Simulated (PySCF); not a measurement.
Record of a relaxation.

[(Cl)3Hf]2O (singlet state).
Bonds: Hf1–Cl2, Hf1–Cl3, Hf1–Cl4, Hf1–O5, O5–Hf6, Hf6–Cl7, Hf6–Cl8, Hf6–Cl9.

Method: PBE0-D3(BJ)/def2-SVP geometry optimisation, gas phase, def2 core potentials past Kr (PySCF); density fitting, grid level 1; the optimiser is geomeTRIC in internal coordinates, started from a GFN1-xTB structure with every atom displaced at random (about 0.03 Å). 14 of its 33 geometries are shown. The frame can shift and turn from step to step; on so coarse a grid that alone can change the energy by a few meV, and forces under 0.02 eV/Å are noise.

Step 0: E = -79761.1749 eV, largest atomic force 4.016 eV/Å
```
atom  x, y, z in Å  |  force x, y, z in eV/Å
Hf1    -1.049   -1.059   -1.127   -2.664   0.420  -2.976
Cl2    -3.127    0.101   -1.395    0.726  -0.298   0.097
Cl3    -1.550   -3.066   -0.262   -0.271  -1.856   0.918
Cl4    -0.013   -1.212   -3.205    0.228  -0.090  -0.220
O5     -0.003   -0.019   -0.038    1.066   0.939   1.256
Hf6     1.100    0.996    1.129    1.565  -0.017   0.272
Cl7     3.263    0.099    1.103   -0.087   0.022  -0.032
Cl8     0.332    0.903    3.262   -0.512  -0.076   1.082
Cl9     1.179    3.188    0.506   -0.051   0.957  -0.397
```

Step 2: E = -79761.5851 eV, largest atomic force 0.230 eV/Å
```
atom  x, y, z in Å  |  force x, y, z in eV/Å
Hf1    -1.098   -1.089   -1.184    0.099   0.029   0.197
Cl2    -3.098    0.061   -1.483   -0.024   0.057  -0.049
Cl3    -1.539   -3.164   -0.174    0.096   0.158  -0.008
Cl4    -0.003   -1.315   -3.235    0.029  -0.065   0.036
O5      0.010    0.006   -0.023   -0.102  -0.193  -0.072
Hf6     1.132    1.047    1.162   -0.070   0.075   0.044
Cl7     3.291    0.169    1.129    0.023  -0.007  -0.021
Cl8     0.291    0.949    3.340   -0.024   0.010  -0.065
Cl9     1.147    3.268    0.441   -0.028  -0.064  -0.061
```

Step 5: E = -79761.6017 eV, largest atomic force 0.063 eV/Å
```
atom  x, y, z in Å  |  force x, y, z in eV/Å
Hf1    -1.086   -1.122   -1.142   -0.041   0.024  -0.042
Cl2    -3.070    0.037   -1.556    0.007  -0.007   0.016
Cl3    -1.463   -3.101    0.032   -0.019  -0.018   0.006
Cl4     0.093   -1.507   -3.119    0.009  -0.010   0.009
O5      0.001    0.003   -0.020    0.027  -0.011   0.025
Hf6     1.103    1.095    1.127    0.008   0.015  -0.021
Cl7     3.271    0.234    1.083    0.000  -0.004   0.002
Cl8     0.226    1.027    3.288   -0.005   0.005   0.006
Cl9     1.057    3.267    0.280    0.015   0.007  -0.001
```

Step 7: E = -79761.6027 eV, largest atomic force 0.029 eV/Å
```
atom  x, y, z in Å  |  force x, y, z in eV/Å
Hf1    -1.100   -1.120   -1.136    0.008   0.019   0.015
Cl2    -3.079    0.048   -1.540    0.003  -0.004   0.001
Cl3    -1.493   -3.098    0.039    0.000   0.011  -0.004
Cl4     0.081   -1.520   -3.108   -0.005   0.004   0.004
O5      0.002    0.003   -0.021    0.002  -0.028   0.006
Hf6     1.116    1.094    1.117   -0.012   0.004  -0.015
Cl7     3.278    0.217    1.077    0.000   0.000   0.000
Cl8     0.237    1.040    3.279    0.005   0.001  -0.008
Cl9     1.091    3.266    0.267   -0.001  -0.007   0.002
```

Step 10: E = -79761.6026 eV, largest atomic force 0.027 eV/Å
```
atom  x, y, z in Å  |  force x, y, z in eV/Å
Hf1    -1.100   -1.119   -1.135    0.005   0.015   0.009
Cl2    -3.080    0.048   -1.539    0.000  -0.001   0.000
Cl3    -1.493   -3.097    0.039   -0.001   0.007  -0.001
Cl4     0.081   -1.519   -3.108   -0.004   0.003   0.002
O5      0.002    0.002   -0.021    0.005  -0.025   0.009
Hf6     1.116    1.094    1.117   -0.009   0.004  -0.014
Cl7     3.278    0.217    1.077    0.000   0.000   0.000
Cl8     0.237    1.040    3.278    0.004   0.001  -0.005
Cl9     1.091    3.265    0.266   -0.001  -0.004   0.001
```

Step 12: E = -79761.6026 eV, largest atomic force 0.027 eV/Å
```
atom  x, y, z in Å  |  force x, y, z in eV/Å
Hf1    -1.100   -1.119   -1.136    0.006   0.016   0.010
Cl2    -3.080    0.047   -1.540    0.001  -0.002   0.001
Cl3    -1.493   -3.097    0.039   -0.001   0.008  -0.002
Cl4     0.081   -1.519   -3.108   -0.004   0.003   0.002
O5      0.002    0.003   -0.021    0.004  -0.025   0.009
Hf6     1.116    1.094    1.117   -0.010   0.004  -0.015
Cl7     3.278    0.217    1.077    0.000   0.000   0.000
Cl8     0.237    1.040    3.278    0.004   0.001  -0.005
Cl9     1.090    3.265    0.266   -0.001  -0.005   0.001
```

Step 15: E = -79761.6026 eV, largest atomic force 0.026 eV/Å
```
atom  x, y, z in Å  |  force x, y, z in eV/Å
Hf1    -1.100   -1.119   -1.135    0.004   0.015   0.007
Cl2    -3.080    0.047   -1.539    0.000  -0.001   0.001
Cl3    -1.493   -3.097    0.039   -0.001   0.005  -0.001
Cl4     0.081   -1.519   -3.108   -0.004   0.003   0.001
O5      0.002    0.002   -0.021    0.006  -0.023   0.010
Hf6     1.116    1.094    1.117   -0.009   0.004  -0.014
Cl7     3.278    0.217    1.077    0.001   0.000  -0.001
Cl8     0.238    1.040    3.278    0.003   0.001  -0.004
Cl9     1.090    3.265    0.266   -0.001  -0.003   0.001
```

Step 17: E = -79761.6025 eV, largest atomic force 0.026 eV/Å
```
atom  x, y, z in Å  |  force x, y, z in eV/Å
Hf1    -1.100   -1.119   -1.135    0.002   0.014   0.005
Cl2    -3.080    0.048   -1.539    0.000   0.000   0.001
Cl3    -1.493   -3.097    0.040   -0.001   0.004   0.000
Cl4     0.081   -1.519   -3.108   -0.003   0.002   0.001
O5      0.002    0.002   -0.020    0.006  -0.022   0.011
Hf6     1.117    1.093    1.117   -0.007   0.005  -0.013
Cl7     3.278    0.217    1.077    0.001  -0.001  -0.001
Cl8     0.238    1.040    3.278    0.003   0.001  -0.003
Cl9     1.090    3.265    0.265    0.000  -0.002   0.001
```

Step 20: E = -79761.6025 eV, largest atomic force 0.025 eV/Å
```
atom  x, y, z in Å  |  force x, y, z in eV/Å
Hf1    -1.100   -1.119   -1.135    0.000   0.012   0.002
Cl2    -3.080    0.048   -1.539   -0.001   0.000   0.001
Cl3    -1.494   -3.096    0.040   -0.001   0.003   0.000
Cl4     0.080   -1.518   -3.107   -0.003   0.002   0.000
O5      0.002    0.002   -0.020    0.007  -0.021   0.011
Hf6     1.117    1.093    1.116   -0.006   0.006  -0.012
Cl7     3.279    0.217    1.077    0.001  -0.001  -0.001
Cl8     0.239    1.040    3.278    0.002   0.001  -0.002
Cl9     1.090    3.264    0.265    0.000  -0.001   0.000
```

Step 22: E = -79761.6025 eV, largest atomic force 0.025 eV/Å
```
atom  x, y, z in Å  |  force x, y, z in eV/Å
Hf1    -1.101   -1.119   -1.135   -0.001   0.011   0.000
Cl2    -3.080    0.048   -1.539   -0.001   0.000   0.001
Cl3    -1.494   -3.096    0.040   -0.001   0.002   0.001
Cl4     0.080   -1.518   -3.107   -0.003   0.002   0.000
O5      0.002    0.002   -0.020    0.007  -0.021   0.012
Hf6     1.117    1.093    1.116   -0.005   0.007  -0.011
Cl7     3.279    0.217    1.077    0.001  -0.001  -0.001
Cl8     0.239    1.040    3.277    0.002   0.001  -0.002
Cl9     1.090    3.264    0.265    0.000  -0.001   0.000
```

Step 25: E = -79761.6025 eV, largest atomic force 0.025 eV/Å
```
atom  x, y, z in Å  |  force x, y, z in eV/Å
Hf1    -1.101   -1.119   -1.134   -0.002   0.010  -0.001
Cl2    -3.080    0.048   -1.538   -0.001   0.001   0.001
Cl3    -1.494   -3.096    0.041   -0.001   0.001   0.001
Cl4     0.079   -1.518   -3.107   -0.002   0.001   0.000
O5      0.002    0.001   -0.020    0.007  -0.020   0.012
Hf6     1.117    1.093    1.116   -0.004   0.007  -0.010
Cl7     3.279    0.217    1.077    0.001  -0.001  -0.001
Cl8     0.240    1.040    3.277    0.002   0.001  -0.001
Cl9     1.090    3.264    0.264    0.000   0.000   0.000
```

Step 27: E = -79761.6025 eV, largest atomic force 0.024 eV/Å
```
atom  x, y, z in Å  |  force x, y, z in eV/Å
Hf1    -1.101   -1.119   -1.134   -0.003   0.010  -0.002
Cl2    -3.081    0.048   -1.538   -0.001   0.001   0.001
Cl3    -1.495   -3.096    0.041   -0.001   0.001   0.001
Cl4     0.079   -1.518   -3.107   -0.002   0.001   0.000
O5      0.003    0.001   -0.020    0.007  -0.020   0.012
Hf6     1.118    1.093    1.116   -0.003   0.008  -0.009
Cl7     3.280    0.217    1.076    0.001  -0.001  -0.001
Cl8     0.240    1.040    3.277    0.002   0.001  -0.001
Cl9     1.090    3.263    0.264    0.000   0.000   0.000
```

Step 30: E = -79761.6025 eV, largest atomic force 0.023 eV/Å
```
atom  x, y, z in Å  |  force x, y, z in eV/Å
Hf1    -1.102   -1.119   -1.134   -0.004   0.009  -0.003
Cl2    -3.081    0.049   -1.537   -0.001   0.001   0.001
Cl3    -1.495   -3.096    0.041   -0.001   0.000   0.001
Cl4     0.078   -1.517   -3.107   -0.002   0.001   0.000
O5      0.003    0.001   -0.020    0.007  -0.019   0.012
Hf6     1.118    1.093    1.115   -0.002   0.009  -0.008
Cl7     3.280    0.216    1.076    0.001  -0.001  -0.001
Cl8     0.241    1.041    3.277    0.001   0.001  -0.001
Cl9     1.091    3.263    0.263    0.000   0.000   0.000
```

Step 32: E = -79761.6025 eV, largest atomic force 0.023 eV/Å
```
atom  x, y, z in Å  |  force x, y, z in eV/Å
Hf1    -1.102   -1.119   -1.133   -0.004   0.008  -0.004
Cl2    -3.081    0.049   -1.536   -0.001   0.001   0.001
Cl3    -1.496   -3.095    0.042   -0.001   0.000   0.001
Cl4     0.077   -1.517   -3.107   -0.002   0.001   0.000
O5      0.003    0.000   -0.020    0.007  -0.019   0.012
Hf6     1.119    1.092    1.115   -0.002   0.009  -0.008
Cl7     3.281    0.216    1.075    0.001  -0.001  -0.001
Cl8     0.241    1.041    3.277    0.001   0.001  -0.001
Cl9     1.091    3.263    0.262    0.000   0.000   0.000
```

Problem. Summarise the path.

Solution. The energy falls by 0.4275 eV from step 0 to step 32; nine tenths of that is first reached at step 2. It never rises by more than 0.2 meV. The largest force goes from 4.016 to 0.023 eV/Å. Among the bonds Hf1–O5 changes most, from 1.833 to 1.927 Å; the atoms move by 0.094 Å rms after alignment.

Problem. Follow the three bonds and two angles with the largest change from start to end.

Solution. 
```csv
step,E above end (eV),largest force (eV/Å),Hf1–O5 (Å),Hf1–Cl3 (Å),Hf6–Cl8 (Å),Cl3–Hf1–O5 (°),Cl2–Hf1–Cl3 (°)
0,0.4275,4.016,1.833,2.241,2.270,114.0,106.4
1,0.0682,0.824,1.971,2.367,2.347,111.2,108.5
3,0.0069,0.296,1.921,2.333,2.332,108.5,110.9
4,0.0052,0.215,1.919,2.328,2.331,106.8,112.1
6,-0.0001,0.033,1.928,2.334,2.334,107.2,111.7
7,-0.0002,0.029,1.928,2.334,2.334,107.4,111.6
8,0.0000,0.025,1.927,2.333,2.333,107.4,111.5
10,-0.0001,0.027,1.928,2.334,2.334,107.4,111.6
11,-0.0002,0.027,1.928,2.334,2.334,107.4,111.6
13,-0.0001,0.027,1.928,2.334,2.334,107.4,111.6
14,-0.0001,0.026,1.928,2.333,2.334,107.4,111.6
15,-0.0001,0.026,1.928,2.333,2.334,107.4,111.6
17,-0.0001,0.026,1.927,2.333,2.334,107.3,111.6
18,-0.0001,0.026,1.927,2.333,2.334,107.3,111.6
19,-0.0001,0.025,1.927,2.333,2.334,107.3,111.6
21,0.0000,0.025,1.927,2.333,2.334,107.3,111.6
22,0.0000,0.025,1.927,2.333,2.333,107.3,111.6
24,0.0000,0.025,1.927,2.333,2.333,107.3,111.6
25,0.0000,0.025,1.927,2.333,2.333,107.3,111.6
26,0.0000,0.024,1.927,2.333,2.333,107.3,111.6
28,0.0000,0.024,1.927,2.333,2.333,107.3,111.6
29,0.0000,0.024,1.927,2.333,2.333,107.3,111.6
31,0.0000,0.023,1.927,2.333,2.333,107.3,111.6
32,0.0000,0.023,1.927,2.333,2.333,107.3,111.6
```

What follows is the cost of the whole optimisation. On one thread of an AMD EPYC, on a shared host, this took 31 min and 1.1 GiB of memory at its peak.
